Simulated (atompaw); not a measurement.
Varying the PAW (atompaw) potential for Ce

Base potential:

Ce (Z = 58), PAW, made with atompaw 4.2.0.5 (PBE, scalar-relativistic). Core [Kr] 4d10 4f1, reference 5s2 5p6 5d1.5 6s1.5 6p0. Waves: 5s (bound): rc 1.85 bohr; 6s (bound): rc 3.00 bohr; 5p (bound): rc 1.90 bohr; 6p (bound, empty): rc 3.00 bohr; 5d (bound): rc 2.85 bohr; 5d channel at 3.1 Ry: rc 3.00 bohr. Local part: ultrasoft scheme with l = 3 at 1 Ry, radius 2.80 bohr. Core correction: smooth core density matched at 1.95 bohr. Augmentation charge: gaussian compensation charge, radius 2.25 bohr; PAW radius 3.00 bohr; waves and projectors: custom rrkj vanderbiltortho.

All-electron outer shells of the reference configuration (PBE, scalar-relativistic, ld1.x):

```json
{"shell": "4d", "level (eV)": "-109.62", "outermost node (bohr)": "0.31", "outermost maximum (bohr)": "0.66"}
{"shell": "5s", "level (eV)": "-39.75", "outermost node (bohr)": "0.75", "outermost maximum (bohr)": "1.37"}
{"shell": "5p", "level (eV)": "-22.45", "outermost node (bohr)": "0.81", "outermost maximum (bohr)": "1.55"}
{"shell": "4f", "level (eV)": "-4.54", "outermost node (bohr)": "–", "outermost maximum (bohr)": "0.71"}
{"shell": "6s", "level (eV)": "-3.46", "outermost node (bohr)": "1.82", "outermost maximum (bohr)": "3.82"}
{"shell": "5d", "level (eV)": "-2.56", "outermost node (bohr)": "0.92", "outermost maximum (bohr)": "2.18"}
{"shell": "6p", "level (eV)": "-1.19", "outermost node (bohr)": "2.17", "outermost maximum (bohr)": "5.03"}
```

Cutoffs, loose and tight: the cutoffs (Ry, on a coarse ladder) from which the occupation-weighted sum of valence levels, in a spherical-Bessel basis at the reference potential, stays within 10 and 1 mRy of its value at 400 Ry. They see the waves, projectors and local potential, not the compensation charge or the core. A dash means not determined.

| change | outcome | cutoff, loose | cutoff, tight | bound ghosts |
| --- | --- | --- | --- | --- |
| base | generated, no UPF (negative core plus compensation charge) | 21 Ry | 35 Ry | none |
| all radii scaled by about 1.06 (s 1.96, p 2.02, d 3.02 bohr); local potential ultrasoft scheme with l = 3 at 1 Ry, radius 2.98 bohr; augmentation gaussian compensation charge, radius 2.40 bohr; PAW radius 3.18 bohr; waves and projectors: custom rrkj vanderbiltortho; core correction smooth core density matched at 2.08 bohr | generated, no UPF (negative core plus compensation charge) | 18 Ry | 30 Ry | none |
| all radii scaled by about 1.19 (s 2.20, p 2.26, d 3.40 bohr); local potential ultrasoft scheme with l = 3 at 1 Ry, radius 3.34 bohr; augmentation gaussian compensation charge, radius 2.68 bohr; PAW radius 3.58 bohr; waves and projectors: custom rrkj vanderbiltortho; core correction smooth core density matched at 2.32 bohr | generated, no UPF (negative core plus compensation charge) | 15 Ry | 25 Ry | none |

**Question.** What comes out with this change to the base: all radii scaled by about 1.30 (s 2.40, p 2.46, d 3.70 bohr); local potential ultrasoft scheme with l = 3 at 1 Ry, radius 3.64 bohr; augmentation gaussian compensation charge, radius 2.92 bohr; PAW radius 3.90 bohr; waves and projectors: custom rrkj vanderbiltortho; core correction smooth core density matched at 2.52 bohr?

**Answer.** outcome: generated; cutoff, loose: 15 Ry; cutoff, tight: 21 Ry; bound ghosts: none.

**Question.** What comes out with this change to the base: all radii scaled by about 0.80 (s 1.48, p 1.52, d 2.28 bohr); local potential ultrasoft scheme with l = 3 at 1 Ry, radius 2.24 bohr; augmentation gaussian compensation charge, radius 1.80 bohr; PAW radius 2.40 bohr; waves and projectors: custom rrkj vanderbiltortho; core correction smooth core density matched at 1.56 bohr?

**Answer.** outcome: generated, no UPF (negative core plus compensation charge); cutoff, loose: 30 Ry; cutoff, tight: 70 Ry; bound ghosts: none.

**Question.** What comes out with this change to the base: all radii scaled by about 0.85 (s 1.58, p 1.62, d 2.42 bohr); local potential ultrasoft scheme with l = 3 at 1 Ry, radius 2.38 bohr; augmentation gaussian compensation charge, radius 1.92 bohr; PAW radius 2.56 bohr; waves and projectors: custom rrkj vanderbiltortho; core correction smooth core density matched at 1.66 bohr?

**Answer.** outcome: generated, no UPF (negative core plus compensation charge); cutoff, loose: 18 Ry; cutoff, tight: 55 Ry; bound ghosts: none.

Reading the sweep of the scale of all radii (base = 1) (base included, trends over the rows without a ghost): The loose cutoff falls from 30 Ry at 0.8 to 15 Ry at 1.3, with one reversal. A larger radius leaves more room for a smooth pseudo-wave, so fewer plane waves are needed; a smaller one forces it to follow the all-electron wave where it bends sharply.
